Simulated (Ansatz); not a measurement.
**Molecular dynamics of H$_{8}$CO$_{6}$**

The input (input.yaml):

```yaml
accuracy: low
crystal:
  lattice:
    - [5.511272, 0.0, 0.0]
    - [0.0, 5.511272, 0.0]
    - [0.0, 0.0, 5.511272]
  atoms:
    - { symbol: O, position: [0.71227851, 1.07725458, 0.74184361] }
    - { symbol: H, position: [0.62215647, 1.20798949, 0.64858128] }
    - { symbol: H, position: [0.60799517, 0.93555478, 0.72308363] }
    - { symbol: O, position: [0.48642104, 0.41518063, 0.50271655] }
    - { symbol: H, position: [0.5596634, 0.44546496, 0.33989067] }
    - { symbol: H, position: [0.34047767, 0.51682704, 0.52035755] }
    - { symbol: O, position: [0.052503, 0.71238962, 0.53200509] }
    - { symbol: H, position: [-0.06527557, 0.64426532, 0.41770035] }
    - { symbol: H, position: [-0.02687075, 0.86023611, 0.59602512] }
    - { symbol: O, position: [0.76473514, 0.43047508, 0.10403791] }
    - { symbol: H, position: [0.79403672, 0.55708757, -0.015522] }
    - { symbol: H, position: [0.76502982, 0.27843463, 0.00639853] }
    - { symbol: C, position: [0.34475591, 0.967662, 0.15395935] }
    - { symbol: O, position: [0.51721644, 0.89289434, 0.25241013] }
    - { symbol: O, position: [0.17575373, 1.03736277, 0.04719933] }
basis:
  ecutwfc: 420.0
kpoints:
  mp_grid: { grid: [1, 1, 1] }
hamiltonian:
  xc: pbesol
scf:
  occupations: { method: fermi_dirac, width: 0.05 }
  lower_state_search: "off"
md:
  timestep: 0.75
  n_steps: 300
  ensemble: nvt_langevin
  temperature: 1500.0
  initial_velocities: maxwell_boltzmann
  seed: 390013
  friction: 0.02
```

Command:

```bash
$ ansatz run input.yaml --threads 1 --pin off --max-ram 3072MiB --backend cpu --events-out ev --progress --plain --runs-dir out
```

It starts from a partly relaxed structure (largest force component 0.17 eV/Å).

Output, in part (step lines):

```
md step     0: t =     0.00 fs  T =  1400.0 K  F+E_penalty+E_count = -3737.50511382 eV  E_kin = 2.714460 eV  (9 SCF iters)
md step     1: t =     0.75 fs  T =  1268.4 K  F+E_penalty+E_count = -3737.28146762 eV  E_kin = 2.459300 eV  (9 SCF iters)
md step     2: t =     1.50 fs  T =  1040.7 K  F+E_penalty+E_count = -3736.83554186 eV  E_kin = 2.017848 eV  (9 SCF iters)
md step     3: t =     2.25 fs  T =   947.6 K  F+E_penalty+E_count = -3736.61924319 eV  E_kin = 1.837206 eV  (9 SCF iters)
md step     4: t =     3.00 fs  T =   963.9 K  F+E_penalty+E_count = -3736.72390259 eV  E_kin = 1.868979 eV  (9 SCF iters)
md step     5: t =     3.75 fs  T =  1088.1 K  F+E_penalty+E_count = -3736.82780292 eV  E_kin = 2.109695 eV  (9 SCF iters)
md step     6: t =     4.50 fs  T =  1066.8 K  F+E_penalty+E_count = -3736.80140393 eV  E_kin = 2.068499 eV  (8 SCF iters)
md step     7: t =     5.25 fs  T =   970.1 K  F+E_penalty+E_count = -3736.70184829 eV  E_kin = 1.880904 eV  (8 SCF iters)
[... lines left out ...]
md step   299: t =   224.25 fs  T =  1403.8 K  F+E_penalty+E_count = -3734.67038776 eV  E_kin = 2.721811 eV  (9 SCF iters)
md step   300: t =   225.00 fs  T =  1352.3 K  F+E_penalty+E_count = -3734.70312441 eV  E_kin = 2.621890 eV  (9 SCF iters)
```

The steps, from the saved trajectory:

```csv
time (fs),T (K),potential energy less start (eV)
0.0,1400,0.000
7.5,900,1.107
15.0,894,1.282
22.5,1133,1.240
30.0,1318,1.712
37.5,1071,2.615
45.0,1357,1.849
52.5,1457,2.094
60.0,1265,2.697
67.5,1517,1.836
75.0,1254,2.714
82.5,930,2.634
90.0,1488,1.974
97.5,1315,2.904
105.0,1471,2.810
112.5,1262,2.534
120.0,1348,2.483
127.5,1151,2.457
135.0,1260,2.386
142.5,1634,2.955
150.0,1486,2.577
157.5,1281,3.047
165.0,1627,3.299
172.5,2026,2.403
180.0,1575,2.799
187.5,1290,2.675
195.0,1813,2.207
202.5,1215,2.799
210.0,1221,2.370
217.5,1445,2.571
225.0,1352,2.802
```

The run went to its last step. A run of 0.23 ps of so small a system gives no equilibrium averages. Limits of this set-up: coarse k mesh, low accuracy level.

Mean squared displacements from the first frame to the last, about the centre of mass: O 0.58 Å², H 1.78 Å², C 0.02 Å².

Last frame:

```xyz
15
Lattice="5.5113 0.0000 0.0000 0.0000 5.5113 0.0000 0.0000 0.0000 5.5113" Properties=species:S:1:pos:R:3
O 3.637 5.393 2.711
H 2.912 5.921 2.218
H 3.243 4.448 2.775
O 3.199 2.229 2.492
H 2.919 3.019 1.981
H 4.246 2.037 2.213
O 0.556 4.054 2.827
H 0.211 4.221 3.622
H -0.259 4.303 2.256
O 4.444 1.697 -0.599
H 4.197 2.630 -0.895
H 4.625 1.023 -1.296
C 2.188 5.080 0.005
O 3.133 4.414 -0.187
O 1.173 5.561 0.374
```

Time of the run: 2.1 min on 1 thread of AMD EPYC 9R45 96-Core Processor (Zen 5) (shared host), peak memory 0.38 GiB.
